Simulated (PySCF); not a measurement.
SiF₂I₂, SMILES F[Si](F)(I)I.

Coordinates come from a B3LYP-D3(BJ)/def2-SVP optimisation. The def2 effective core potentials stand for the cores of I; spin–orbit coupling is left out.

Two levels are set side by side: PBE/def2-TZVP (PySCF) and M06-2X/def2-TZVP (PySCF). Same geometry, gas phase. Differences are taken from unrounded values.

| quantity | M06-2X |
|---|---|
| orbital gap (eV) | 8.14 |
| highest occupied level (eV) | -9.29 |
| lowest empty level (eV) | -1.15 |
| dipole moment (D) | 1.38 |
| mean polarisability (bohr³) | 81.9 |

Q: What does PBE give, and how far is it from M06-2X? (The exact figures need the calculation; the answer reports its results.)

A: 
| quantity | PBE | PBE minus M06-2X |
|---|---|---|
| orbital gap (eV) | 4.28 | -3.86 |
| highest occupied level (eV) | -6.97 | 2.32 |
| lowest empty level (eV) | -2.69 | -1.54 |
| dipole moment (D) | 1.29 | -0.08 |
| mean polarisability (bohr³) | 87.2 | 5.2 |

Without exact exchange PBE keeps part of each electron's self-repulsion, which lifts occupied levels and narrows the gap. PBE's more diffuse valence density responds more strongly to a field. Differences between two approximate levels are no errors against the true value.

Rough cost on one machine, each run with all the roots and properties that it gave: M06-2X against PBE about 3 times.
